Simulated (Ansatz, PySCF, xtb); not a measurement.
Dissociation curve of OLi (cation, charge +1), lowest singlet found (which spin is the ground state isn't settled by this scan).

Computed with: RHF/STO-3G = restricted Hartree-Fock/STO-3G (PySCF); RKS-LDA (SVWN5)/6-31G* = PySCF with restricted LDA (SVWN5)/6-31G*, spherical d; GFN1-xTB (xtb); FCI = full CI/aug-cc-pVDZ, frozen core (Ansatz, a quantum-chemistry and plane-wave program).

Energies relative to the lowest point of each curve between 1.69 and 2.60 Å, where full CI is lowest, in kJ/mol; the last columns give the difference from FCI:

```json
[
 {"R / Å": "1.52", "RHF/STO-3G": "26.3", "RKS-LDA (SVWN5)/6-31G*": "110.7", "GFN1-xTB": "30.9", "FCI": "119.3", "RHF/STO-3G − FCI": "-93.0", "RKS-LDA (SVWN5)/6-31G* − FCI": "-8.6", "GFN1-xTB − FCI": "-88.4"},
 {"R / Å": "1.60", "RHF/STO-3G": "11.6", "RKS-LDA (SVWN5)/6-31G*": "68.2", "GFN1-xTB": "15.4", "FCI": "75.8", "RHF/STO-3G − FCI": "-64.2", "RKS-LDA (SVWN5)/6-31G* − FCI": "-7.6", "GFN1-xTB − FCI": "-60.4"},
 {"R / Å": "1.69", "RHF/STO-3G": "3.1", "RKS-LDA (SVWN5)/6-31G*": "37.4", "GFN1-xTB": "6.0", "FCI": "43.2", "RHF/STO-3G − FCI": "-40.1", "RKS-LDA (SVWN5)/6-31G* − FCI": "-5.8", "GFN1-xTB − FCI": "-37.2"},
 {"R / Å": "1.75", "RHF/STO-3G": "0.6", "RKS-LDA (SVWN5)/6-31G*": "23.9", "GFN1-xTB": "2.7", "FCI": "28.4", "RHF/STO-3G − FCI": "-27.8", "RKS-LDA (SVWN5)/6-31G* − FCI": "-4.6", "GFN1-xTB − FCI": "-25.7"},
 {"R / Å": "1.84", "RHF/STO-3G": "0.0", "RKS-LDA (SVWN5)/6-31G*": "10.8", "GFN1-xTB": "0.4", "FCI": "13.7", "RHF/STO-3G − FCI": "-13.7", "RKS-LDA (SVWN5)/6-31G* − FCI": "-2.9", "GFN1-xTB − FCI": "-13.3"},
 {"R / Å": "1.90", "RHF/STO-3G": "1.0", "RKS-LDA (SVWN5)/6-31G*": "5.6", "GFN1-xTB": "0.0", "FCI": "7.5", "RHF/STO-3G − FCI": "-6.5", "RKS-LDA (SVWN5)/6-31G* − FCI": "-1.9", "GFN1-xTB − FCI": "-7.5"},
 {"R / Å": "1.97", "RHF/STO-3G": "2.9", "RKS-LDA (SVWN5)/6-31G*": "1.9", "GFN1-xTB": "0.3", "FCI": "3.0", "RHF/STO-3G − FCI": "-0.1", "RKS-LDA (SVWN5)/6-31G* − FCI": "-1.1", "GFN1-xTB − FCI": "-2.7"},
 {"R / Å": "2.01", "RHF/STO-3G": "4.4", "RKS-LDA (SVWN5)/6-31G*": "0.8", "GFN1-xTB": "0.7", "FCI": "1.5", "RHF/STO-3G − FCI": "2.9", "RKS-LDA (SVWN5)/6-31G* − FCI": "-0.7", "GFN1-xTB − FCI": "-0.8"},
 {"R / Å": "2.10", "RHF/STO-3G": "8.0", "RKS-LDA (SVWN5)/6-31G*": "0.0", "GFN1-xTB": "2.2", "FCI": "0.0", "RHF/STO-3G − FCI": "8.0", "RKS-LDA (SVWN5)/6-31G* − FCI": "0.0", "GFN1-xTB − FCI": "2.2"},
 {"R / Å": "2.18", "RHF/STO-3G": "11.4", "RKS-LDA (SVWN5)/6-31G*": "0.8", "GFN1-xTB": "3.9", "FCI": "0.3", "RHF/STO-3G − FCI": "11.1", "RKS-LDA (SVWN5)/6-31G* − FCI": "0.5", "GFN1-xTB − FCI": "3.6"},
 {"R / Å": "2.33", "RHF/STO-3G": "17.5", "RKS-LDA (SVWN5)/6-31G*": "4.6", "GFN1-xTB": "8.0", "FCI": "3.2", "RHF/STO-3G − FCI": "14.3", "RKS-LDA (SVWN5)/6-31G* − FCI": "1.4", "GFN1-xTB − FCI": "4.8"},
 {"R / Å": "2.43", "RHF/STO-3G": "21.2", "RKS-LDA (SVWN5)/6-31G*": "8.1", "GFN1-xTB": "11.0", "FCI": "6.0", "RHF/STO-3G − FCI": "15.2", "RKS-LDA (SVWN5)/6-31G* − FCI": "2.1", "GFN1-xTB − FCI": "5.0"},
 {"R / Å": "2.60", "RHF/STO-3G": "26.3", "RKS-LDA (SVWN5)/6-31G*": "14.7", "GFN1-xTB": "16.0", "FCI": "11.2", "RHF/STO-3G − FCI": "15.1", "RKS-LDA (SVWN5)/6-31G* − FCI": "3.5", "GFN1-xTB − FCI": "4.8"},
 {"R / Å": "2.84", "RHF/STO-3G": "31.2", "RKS-LDA (SVWN5)/6-31G*": "24.1", "GFN1-xTB": "22.3", "FCI": "18.2", "RHF/STO-3G − FCI": "13.0", "RKS-LDA (SVWN5)/6-31G* − FCI": "5.9", "GFN1-xTB − FCI": "4.1"}
]
```

RHF/STO-3G is furthest from FCI at 1.52 (-93.0 kJ/mol, below); its mean absolute difference over the points is 23.2 kJ/mol.

RKS-LDA (SVWN5)/6-31G* is furthest from FCI at 1.52 (-8.6 kJ/mol, below); its mean absolute difference over the points is 3.3 kJ/mol.

GFN1-xTB is furthest from FCI at 1.52 (-88.4 kJ/mol, below); its mean absolute difference over the points is 18.6 kJ/mol.

The scan ran from 1.39 to 6.63 Å; beyond the distances shown full CI changes its symmetry label. The restricted form behind RHF/STO-3G, RKS-LDA (SVWN5)/6-31G* keeps the bonding electrons paired and can't separate into open-shell fragments. Also computed but left out beside FCI, since their determinant holds another spin at the minimum (<S²> over 0.7 above the pure value): UHF, UMP2, UCCSD, UCCSD(T), UKS-PBE0, UKS-B3LYP, UKS-PBE, UKS-B3LYP/6-31G*, UHF/STO-3G, UKS-B3LYP/LANL2DZ, UKS-LDA (SVWN5)/6-31G*.
